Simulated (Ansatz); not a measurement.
# One elementary step

Start structure (Ge4H12F2, singlet), relaxed at PBE0-D4/def2-TZVP:

Ge1  (-0.735, -0.165, -0.778)
Ge2  (-0.986, 0.637, 1.499)
Ge3  (1.616, -0.445, -1.324)
Ge4  (-1.910, -2.279, -0.962)
H5  (-1.394, 0.872, -1.704)
H6  (1.664, 2.600, 0.450)
F7  (1.214, 2.637, -0.368)
H8  (1.489, 1.466, 2.253)
F9  (2.122, 2.125, 2.037)
H10  (-2.069, -0.108, 2.298)
H11  (0.334, 0.346, 2.284)
H12  (-1.230, 2.149, 1.600)
H13  (2.030, 0.476, -2.477)
H14  (2.479, -0.156, -0.086)
H15  (1.856, -1.909, -1.739)
H16  (-1.793, -2.841, -2.388)
H17  (-3.399, -2.112, -0.611)
H18  (-1.288, -3.290, 0.016)
(Å)

The step: Ge₄H₁₀ ([GeH3][GeH]([GeH3])[GeH3]) + HF + HF → Ge₄H₉F ([F][GeH2][GeH]([GeH3])[GeH3]) + HF + H₂; bonds formed: Ge2–F7, H6–F9, H8–H11; bonds broken: Ge2–H11, H6–F7, H8–F9. Program: Ansatz 0.2.0. Basis: def2-TZVPP and def2-QZVPP. Cores are frozen in the correlated methods. Filled d shells of the heavier atoms are correlated. The def2 sets are not built for correlating such inner shells, so the correlated values are less sure here. Extrapolation: Hartree–Fock as exp(−7.88 √X), correlation as X^−2.97. Energies below are by CCSD(T) at an estimated basis limit (MP2 extrapolated from triple and quadruple zeta, plus CCSD(T) − MP2 in triple zeta).

Problem. What are the electronic barrier and the energy of the step, from the start structure to the end structure? (To be estimated.)

Solution. The calculation gives: Barrier 169.6 kJ/mol; step energy -29.7 kJ/mol (downhill); reverse barrier, their difference, 199.3 kJ/mol. Barrier and step energy count from the start structure, the reverse barrier from the end structure.

The saddle point: One imaginary mode of 801i cm⁻¹.
```
   pair  start (Å)  saddle (Å)  end (Å)
 Ge2–F7       3.51        2.14     1.79
  H6–F9       1.72        1.09     0.94
 H8–H11       1.61        0.86     0.75
Ge2–H11       1.56        1.82     4.18
  H6–F7       0.93        1.18     1.62
  H8–F9       0.94        1.39     2.54
```

Zero-point energy (harmonic, PBE0-D4): ZPE is 268.9 kJ/mol at the start and 259.3 kJ/mol at the saddle, so the barrier goes from 169.6 to 160.0 kJ/mol.

The T1 diagnostic stays at or below 0.013.

Labels in which every atom is bracketed show which atoms are joined, not bond orders.

For scale, one of the runs: CCSD(T)/def2-TZVPP, 422 basis functions, launched by `ansatz run in.yaml --threads 4 --pin off --events-out ev --progress --plain --max-ram 63488MiB --backend cuda --devices 0, --max-vram 37GiB`. Hardware: 4 CPU threads of an AMD EPYC 7R13 and a share of one NVIDIA H100, shared host. Wall time 87 s; peak host memory 0.98 GiB.
